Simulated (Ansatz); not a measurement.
Ansatz (a quantum-chemistry and plane-wave program) input (B3LYP-D3(BJ)/def2-TZVP):

Ansatz 0.2 input:
```yaml
crystal:
  periodic: [false, false, false]
  atoms:
    - {symbol: Tl, position_ang: [-0.81422809, -0.69188991, -0.77582965]}
    - {symbol: Cl, position_ang: [0.77146463, 0.69554499, 0.73187299]}
basis:
  gaussian:
    orbitals: def2-TZVP
hamiltonian:
  xc: b3lyp
  dispersion: d3bj
relax: {f_tol: 0.002, max_steps: 150}
```

Output:

```
Functional definition: B3LYP
integrals: 0.02 GiB planned
709 factors; their error is unknown
mean field: 0.23 GiB planned
mean field evaluation 1: about -17220.1213 eV, gradient 2.3e1 eV
mean field evaluation 2: about -17207.3314 eV, gradient 7.0e1 eV
mean field evaluation 4: about -17221.7765 eV, gradient 2.1e0 eV
mean field evaluation 8: about -17221.8617 eV, gradient 9.5e-2 eV
mean field -17221.86173152 eV, -632.8917452362 hartree, gradient 8.4e-5 eV, S^2 0.000000; 0 other end points of the search recorded, 0 dependent functions left out
the calculation of the forces begins
reference -17221.86193606 eV, -632.8917527531 hartree; 19, 19 occupied and 68, 68 virtual orbitals, 709 factors
relax step   1: F+E_penalty+E_count = -17221.94330728 eV  Δ(F+E_penalty+E_count) = +0.000e0 eV  max|allowed force component| = 2.587e-1 eV/Å  Δτ_max = 0.0000 Å  (28 SCF iters, accepted)
these checks for a lower state are left out or cut short: starts, cluster_reference, orbital_swaps, neighbouring_geometries, increment
integrals: 0.02 GiB planned
709 factors; their error is unknown
mean field: 0.23 GiB planned
mean field evaluation 16: about -17221.7950 eV, gradient 5.4e0 eV
mean field -17221.87425324 eV, -632.8922054008 hartree, gradient 1.4e-5 eV, S^2 0.000000; 0 other end points of the search recorded, 0 dependent functions left out
the calculation of the forces begins
reference -17221.87445697 eV, -632.8922128878 hartree; 19, 19 occupied and 68, 68 virtual orbitals, 709 factors
relax step   2: F+E_penalty+E_count = -17221.95609133 eV  Δ(F+E_penalty+E_count) = -1.278e-2 eV  max|allowed force component| = 1.698e-2 eV/Å  Δτ_max = 0.0309 Å  (31 SCF iters, accepted)
these checks for a lower state are left out or cut short: starts, cluster_reference, orbital_swaps, neighbouring_geometries, increment
integrals: 0.02 GiB planned
709 factors; their error is unknown
mean field: 0.23 GiB planned
mean field -17221.87431493 eV, -632.8922076680 hartree, gradient 1.6e-5 eV, S^2 0.000000; 0 other end points of the search recorded, 0 dependent functions left out
the calculation of the forces begins
reference -17221.87451871 eV, -632.8922151569 hartree; 19, 19 occupied and 68, 68 virtual orbitals, 709 factors
relax step   3: F+E_penalty+E_count = -17221.95613777 eV  Δ(F+E_penalty+E_count) = -4.644e-5 eV  max|allowed force component| = 2.009e-3 eV/Å  Δτ_max = 0.0019 Å  (31 SCF iters, accepted)
these checks for a lower state are left out or cut short: starts, cluster_reference, orbital_swaps, neighbouring_geometries, increment
integrals: 0.02 GiB planned
709 factors; their error is unknown
mean field: 0.23 GiB planned
mean field evaluation 32: about -17221.8016 eV, gradient 1.0e-1 eV
mean field -17221.87431298 eV, -632.8922075962 hartree, gradient 2.3e-5 eV, S^2 0.000000; 0 other end points of the search recorded, 0 dependent functions left out
the calculation of the forces begins
reference -17221.87451675 eV, -632.8922150848 hartree; 19, 19 occupied and 68, 68 virtual orbitals, 709 factors
relax step   4: F+E_penalty+E_count = -17221.95613826 eV  Δ(F+E_penalty+E_count) = -4.966e-7 eV  max|allowed force component| = 1.014e-3 eV/Å  Δτ_max = 0.0003 Å  (22 SCF iters, accepted)
integrals: 0.02 GiB planned
709 factors; their error is unknown
mean field: 0.23 GiB planned
mean field -17221.87431298 eV, -632.8922075962 hartree, gradient 2.3e-5 eV, S^2 0.000000; 1 other end points of the search recorded, 0 dependent functions left out
the calculation of the forces begins
reference -17221.87451675 eV, -632.8922150848 hartree; 19, 19 occupied and 68, 68 virtual orbitals, 709 factors
Total energy: -17221.95634204 eV, -632.8952221086 hartree
Atom 0 at    -0.796280    -0.676186    -0.758764 Å, force    -0.001014    -0.000888    -0.000965 eV/Å
Atom 1 at     0.753516     0.679841     0.714807 Å, force     0.001014     0.000888     0.000965 eV/Å
Dipole moment:    -0.589643    -0.515921    -0.560643 e Å
```
